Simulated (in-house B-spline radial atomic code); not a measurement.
A fraction x of an electron is removed from 2p in the oxygen ion O²⁺, starting from [He] 2s2 2p2 and keeping the highest spin. Computed with a B-spline radial code for spherical atoms: scalar-relativistic (X2C) wB97X, spin-polarised, spherical fractional occupations, Fermi nucleus of rms radius 2.6991 fm.

Caution: exact exchange at fractional occupations of open shells leaves self-interaction of up to several eV.

| x | E(x) - E(0) (eV) | 2p up level (eV) |
| --- | --- | --- |
| 0 | 0.0000 | -46.809 |
| 0.12 | 5.7369 | -48.812 |
| 0.24 | 11.7161 | -50.845 |
| 0.28 | 13.7636 | -51.530 |
| 0.41 | 20.6081 | -53.776 |
| 0.5 | 25.5186 | -55.350 |
| 0.55 | 28.3081 | -56.232 |
| 0.74 | 39.3133 | -59.622 |
| 0.79 | 42.3169 | -60.525 |
| 0.9 | 49.0846 | -62.526 |
| 1 | 55.4289 | -64.362 |

The exact functional would give a straight line between the two integer points. Deviations E(x) - E(0) - x[E(1) - E(0)], in eV: -0.915 at x = 0.12, -1.587 at x = 0.24, -1.756 at x = 0.28, -2.118 at x = 0.41, -2.196 at x = 0.5, -2.178 at x = 0.55, -1.704 at x = 0.74, -1.472 at x = 0.79, -0.801 at x = 0.9.

The curve lies below the straight line by up to 2.196 eV (at x = 0.5): convex, the delocalisation error, to which spherically averaged exact exchange adds.

(1) How well does Slater's transition state (minus the level at half occupation) give the ionisation energy?

Answers

(1) It gives 55.350 eV against 55.429 eV from the two total energies; NIST lists 54.94 eV, ground level to ground level. The end point has an open shell averaged over its orbitals, so its exact exchange keeps a self-interaction and this is no true integer point.
